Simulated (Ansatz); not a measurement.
Compare A (`O[SiH2][SnH2][SiH3]`) with its isomer B (`[SiH3][SiH2][O][SnH3]`).

Program: Ansatz. Geometries: PBE0-D4/def2-TZVP. ΔE: electronic, gas phase. CCSD(T)/CBS is the MP2 limit (def2-TZVPP, def2-QZVPP) plus CCSD(T) − MP2 in def2-TZVPP, frozen cores. Functionals use def2-TZVPP. B3LYP here is the variant with VWN-RPA as its local correlation; programs differ in this. Elements past krypton have def2 core potentials. For Sn outer-core shells are correlated without core-valence functions, which leaves a few kJ/mol of doubt a bond. Each species was taken in one conformer, which may not be the lowest.

A:

```xyz
12

O    -1.599   -0.073   -2.141
Si   -1.885   -0.309   -0.529
Sn    0.287   -0.796    0.764
Si    1.951    1.147    0.618
H    -1.211   -0.798   -2.633
H    -2.856   -1.420   -0.308
H    -2.493    0.956   -0.049
H     1.027   -2.204    0.121
H    -0.063   -1.131    2.406
H     1.332    2.385    1.164
H     2.321    1.389   -0.802
H     3.189    0.854    1.389
```

B:

Z-matrix (Å, degrees):
```
Si
Si 1 2.342
H 1 1.489 2 111.0
H 1 1.489 2 111.0 3 -120.6
H 1 1.490 2 109.8 3 119.7
O 2 1.632 1 109.1 3 60.3
H 2 1.496 1 109.6 3 -61.7
H 2 1.496 1 109.6 3 -177.7
Sn 6 1.965 2 135.8 1 180.0
H 9 1.699 6 103.8 2 -179.8
H 9 1.704 6 106.6 2 60.4
H 9 1.704 6 106.6 2 -60.0
```

Task: Which isomer does CCSD(T)/CBS put lower? Give the gap. (Best estimate.)

Result: The calculation gave: A, by 20.1 kJ/mol.

Task: Give E(B) − E(A) in kJ/mol with CCSD/def2-TZVPP, PBE0-D4, CCSD(T)/def2-TZVPP, MP2/def2-TZVPP, ωB97M-V, B3LYP, r2SCAN-D4. (Estimate.)

Result: Ansatz gave: CCSD/def2-TZVPP 14.6, PBE0-D4 30.4, CCSD(T)/def2-TZVPP 15.3, MP2/def2-TZVPP 21.5, ωB97M-V 20.9, B3LYP 18.4, r2SCAN-D4 21.3. None reverses the order clearly.

Largest T1 diagnostic: 0.014.

In def2-TZVPP, CCSD(T) changes the Hartree–Fock value by +15.5 kJ/mol (the triples alone add +0.7 kJ/mol) and MP2 by +21.7 kJ/mol.
